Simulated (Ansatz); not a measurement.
Job for Ansatz (an electronic-structure program): R-CCSD(T)/cc-pVDZ on BH3O3 (SMILES OB(O)O).

Ansatz 0.2 input:
```yaml
crystal:
  periodic: [false, false, false]
  atoms:
    - {symbol: O, position_ang: [-1.23512589, -0.95440696, -0.06169505]}
    - {symbol: B, position_ang: [-0.09610597, -0.20628717, -0.01891887]}
    - {symbol: O, position_ang: [-0.21553937, 1.16054413, 0.13007343]}
    - {symbol: O, position_ang: [1.08713711, -0.88861442, -0.12952264]}
    - {symbol: H, position_ang: [-2.02764877, -0.41618589, 0.02114684]}
    - {symbol: H, position_ang: [0.60445572, 1.65868960, 0.15740192]}
    - {symbol: H, position_ang: [1.88282716, -0.35383928, -0.09848563]}
basis:
  gaussian:
    orbitals: cc-pVDZ
magnetization: {spin_polarized: false}
correlation: {method: ccsd_t, electrons: outside_noble_gas}
scf: {lower_state_search: off}
```

Predict the final total energy.

-251.8775 hartree (reference determinant -251.2044, T1 diagnostic 0.012).

How many basis functions does it have, and what does it roughly cost on one machine?

71 functions; about 6 core-seconds (a rough figure).
